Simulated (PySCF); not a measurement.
Changes within a family of molecules, several properties at once.

PySCF, B3LYP/def2-SVPD, density fitting, gas phase; each molecule at its own PBE0-D3(BJ)/def2-SVP geometry, one conformer. Singlet excitations by full TDDFT with frozen cores, triplets by Tamm–Dancoff TDDFT and ionisation energies by ΔSCF, from the lowest of the holes tried. 

Torsions of the conformers computed, which needn't be the lowest (atom-mapped SMILES):
- `[SiH3:1][Ge@H:2]([GeH3:3])[c:4]1[cH:5][cH:6][n:7][cH:8][cH:9]1`: Si1–Ge2–C4–C5 58°
- `[CH3:1]/[N:2]=[CH:3]\[Ge@H:4]([SiH3:5])[GeH3:6]`: N2–C3–Ge4–Si5 69°
- `[CH3:1][O:2][B:3]([O:4][CH3:5])[Ge@@H:6]([SiH3:7])[GeH3:8]`: C1–O2–B3–O4 0°, O2–B3–O4–C5 179°, O2–B3–Ge6–Si7 -109°
- `[SiH3:1][Ge@@H:2]([GeH3:3])[O:4][GeH3:5]`: Si1–Ge2–O4–Ge5 -162°

The conformers of `[SiH3][Ge@H]([GeH3])[CH]1CCCC1` aren't listed.

Reference: `[BH2][Ge@H]([SiH3])[GeH3]`, with HOMO energy -7.62 eV, LUMO energy -2.67 eV, lowest singlet excitation 3.92 eV, lowest triplet excitation 3.26 eV, mean polarisability 119.2 au and vertical ionisation energy 9.56 eV.

Changes against it:

```tsv
molecule	Δ HOMO energy (eV)	Δ LUMO energy (eV)	Δ lowest singlet excitation (eV)	Δ lowest triplet excitation (eV)	Δ mean polarisability (au)	Δ vertical ionisation energy (eV)
N#[C][Ge@H]([SiH3])[GeH3]	-0.45	+1.64	+2.42	+2.29	-5.6	+0.40
CO[B](OC)[Ge@@H]([SiH3])[GeH3]	+0.27	+2.14	+1.98	+2.02	+30.6	-0.38
[SiH3][Ge@H]([Cl])[GeH3]	+0.05	+1.46	+1.46	+1.67	-4.8	-0.08
[SiH3][Ge@@H]([GeH3])[O][GeH3]	+0.31	+1.68	+1.48	+1.71	+15.2	-0.44
```

Rows whose labels were lost:

```json
{"row": "P", "Δ HOMO energy (eV)": "+0.26", "Δ LUMO energy (eV)": "+2.35", "Δ lowest singlet excitation (eV)": "+2.49", "Δ lowest triplet excitation (eV)": "+2.41", "Δ mean polarisability (au)": "+38.2", "Δ vertical ionisation energy (eV)": "-0.39"}
{"row": "Q", "Δ HOMO energy (eV)": "+0.49", "Δ LUMO energy (eV)": "+1.25", "Δ lowest singlet excitation (eV)": "+0.58", "Δ lowest triplet excitation (eV)": "+0.64", "Δ mean polarisability (au)": "+45.0", "Δ vertical ionisation energy (eV)": "-0.53"}
{"row": "R", "Δ HOMO energy (eV)": "+1.02", "Δ LUMO energy (eV)": "+1.41", "Δ lowest singlet excitation (eV)": "+0.12", "Δ lowest triplet excitation (eV)": "+0.11", "Δ mean polarisability (au)": "+15.1", "Δ vertical ionisation energy (eV)": "-1.01"}
```

Q: Which row belongs to which of `[SiH3][Ge@H]([GeH3])[CH]1CCCC1`, `[SiH3][Ge@H]([GeH3])[c]1ccncc1` and `C/N=[CH]\[Ge@H]([SiH3])[GeH3]`?

A: P = `[SiH3][Ge@H]([GeH3])[CH]1CCCC1`, Q = `[SiH3][Ge@H]([GeH3])[c]1ccncc1` and R = `C/N=[CH]\[Ge@H]([SiH3])[GeH3]`. P and Q are told apart most clearly by the lowest singlet excitation (+2.49 against +0.58 eV); P and R are told apart most clearly by the lowest singlet excitation (+2.49 against +0.12 eV); Q and R are told apart most clearly by the mean polarisability (+45.0 against +15.1 au); P comes close to the labelled row of `CO[B](OC)[Ge@@H]([SiH3])[GeH3]` in every column.
